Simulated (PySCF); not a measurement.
# Hartree-Fock beside MP2: B2H3

All numbers below are calculated, not measured. The program is PySCF 2.14.0, an open-source quantum chemistry code, run on an isolated molecule that a program drew, which may never have been made. The molecule is B2H3 (charge 0, doublet), drawn as the SMILES string `[BH]B`.

The geometry was optimised and harmonic frequencies were computed with HF and MP2, all in the cc-pVDZ basis, for the commonest isotopes, with a restricted reference for singlets and an unrestricted one otherwise, and a frozen core in MP2. Each result is a local minimum of its method.

Geometry at the HF minimum:
```xyz
5
B2H3, angstrom
B    -0.0584   -0.6571    0.6060
B    -0.3229    0.3559    1.8146
H     0.1372   -1.4049   -0.2895
H    -1.4236    0.4655    2.2843
H     0.5774    1.0145    2.2618
```

Lengths of the bonds as drawn, in Å (atoms numbered as above):
| bond | HF | MP2 |
|---|---|---|
| B1-B2 | 1.599 | 1.595 |
| B1-H3 | 1.183 | 1.192 |
| B2-H4 | 1.202 | 1.208 |
| B2-H5 | 1.202 | 1.208 |

Rotational constants, in GHz:
| constant | HF | MP2 |
|---|---|---|
| A | 232.9 | 229.5 |
| B | 22.98 | 23.04 |
| C | 20.92 | 20.94 |

Harmonic frequencies in cm^-1, each column in rising order, so a row needn't be the same motion in every method:
| rank | HF | MP2 |
|---|---|---|
| 1 | 438 | 354 |
| 2 | 438 | ? |
| 3 | 896 | 821 |
| 4 | 928 | 903 |
| 5 | 1019 | 1011 |
| 6 | 1256 | 1188 |
| 7 | 2660 | 2614 |
| 8 | 2732 | 2696 |
| 9 | 2877 | 2813 |

**Estimate the missing MP2 frequency from the HF column.**

A single factor s that minimises the squared misfit of MP2 against s times HF over the other rows is sum(HF x MP2) / sum(HF^2) = 0.9771, with an rms misfit of 37 cm^-1. For rank 2 it gives 0.9771 x 438 = 428 cm^-1. The calculation gives 528 cm^-1, 100 cm^-1 above the estimate. The drawn bonds are on average 0.4 % longer in MP2 than in HF.
